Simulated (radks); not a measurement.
Results of a calculation; reference values are marked as such.
Effect of the nuclear size on neutral praseodymium, [Xe] 4f3 6s2. Code: a radial shooting solver on a logarithmic mesh with Libxc functionals. Model: Dirac Kohn-Sham, exchange-only LDA, spin-unpolarised, spherical densities, finite nucleus; open shells fill j = l - 1/2 first; Fermi nuclear charge, rms radius 4.8919 fm. The rms radius is varied about that value; shifts are against it.

rms radius (fm)  total energy shift (eV)  density at nucleus (e/bohr^3)  1s1/2 shift (meV)  2s1/2 shift (meV)  5s1/2 shift (meV)  5p1/2 shift (meV)  4f5/2 shift (meV)
4.2511                             -2.84                      4.279e+05              -1180               -146              -1.06              0.146              0.219
4.5984                             -1.34                      4.208e+05               -557              -68.7             -0.499              0.069              0.103
4.8919                                 0                      4.152e+05              0.000              0.000              0.000              0.000              0.000
5.3224                              2.08                      4.078e+05                866                107              0.775             -0.107             -0.160
5.4251                              2.60                      4.061e+05               1080                133              0.968             -0.133             -0.200

Slopes of the eigenvalues against <r^2> in GHz/fm^2, as finite differences over the two radii next to the reference (eigenvalue slopes, not the field-shift constants of lines): 1s1/2 47900, 2s1/2 5900, 5s1/2 42.9, 5p1/2 -5.91, 4f5/2 -8.87.
